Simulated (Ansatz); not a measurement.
Ideal-gas functions of `[NH2][Sn][F]` at 600 K and 1 bar, from an Ansatz frequency run at PBE0-D4/def2-TZVP.

Molar mass 153.73 g/mol, point group Cs (symmetry number 1), electronic degeneracy 1, moments of inertia 53.664, 73.992, 127.657 u Å². Harmonic wavenumbers (cm⁻¹, unscaled): 186, 359, 450, 568, 618, 635, 1532, 3571, 3691.

Use S(trans) = R[1.5 ln M + 2.5 ln T − 1.1517]; rotational temperatures θ = 24.2544 K / I; S(rot) = R[ln(√π/σ · √(T³/θAθBθC)) + 1.5]; for each mode x = 1.438777 ν̃/T, S = R[x/(eˣ − 1) − ln(1 − e⁻ˣ)] and H = RT x/(eˣ − 1); 1 cm⁻¹ = 0.0119627 kJ/mol; R = 8.31446 J/(mol·K).

Task: By hand: the entropy, in J/(mol·K).

Result: Translation 186.2. Rotation: θ = 0.452, 0.3278, 0.19 K, giving 111.9. Vibration, mode by mode: 15.10, 9.81, 8.07, 6.36, 5.77, 5.58, 1.01, 0.02, 0.01, in all 51.7. Electronic 0.0. Sum 349.8 J/(mol·K).

Task: By hand: H − E and G − E in kJ/mol, counted from the electronic energy.

Result: Zero-point energy ½ × 11610 × 0.0119627 = 69.4; thermal vibration 17.0; translation, rotation and pV give 4 RT = 20.0. H − E = 106.4 kJ/mol, and G − E = 106.4 − 600 × 349.8/1000 = -103.5 kJ/mol.

Vibration gives 15 % of the entropy. The sum counts one conformer and one mirror image; others add a mixing term.
